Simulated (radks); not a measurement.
Values are calculated unless marked as measured or tabulated.
Species: Lu25+. Configuration: [Kr] 4d10.

Code: a radial shooting solver on a logarithmic mesh with Libxc functionals. Model: scalar-relativistic Kohn-Sham, BLYP, spin-polarised, spherical densities, finite nucleus; Fermi nuclear charge, rms radius 5.37 fm.

Energy parts (hartree):
| part | energy |
|---|---|
| total | -14294.2129 |
| kinetic | 15641.5497 |
| electron-nucleus | -33793.1057 |
| Hartree | 4126.6974 |
| exchange-correlation | -269.3543 |

Orbitals (lengths in bohr, moments of r in powers of bohr; r(90%) holds 90 % of the orbital's charge):
orbital  occ.  eigenvalue (hartree)  r(90%)
1s          2             -2353.148  0.0351
2s          2             -425.2482   0.127
2p          6             -377.7065   0.119
3s          2             -119.6108   0.311
3p          6             -105.3331   0.316
3d         10             -88.21255   0.297
4s          2             -45.41152   0.644
4p          6             -40.40071   0.676
4d         10             -33.96949   0.707

The highest occupied level is 4d at -924.36 eV. For comparison, the ionisation energy in NIST's Atomic Spectra Database is 941 eV (theoretical). In exact Kohn-Sham theory the highest level is minus the ionisation energy, but local and semilocal functionals leave it too shallow, through self-interaction and a potential that decays too fast; potentials with the right tail come closer. The electron density at the nucleus is 1.177e+06 e/bohr^3 (large components only). Summed over all electrons, <r^2> = 5.528 bohr^2, which gives a Langevin (diamagnetic) susceptibility term of -4.38 x 10^-6 cm^3/mol.
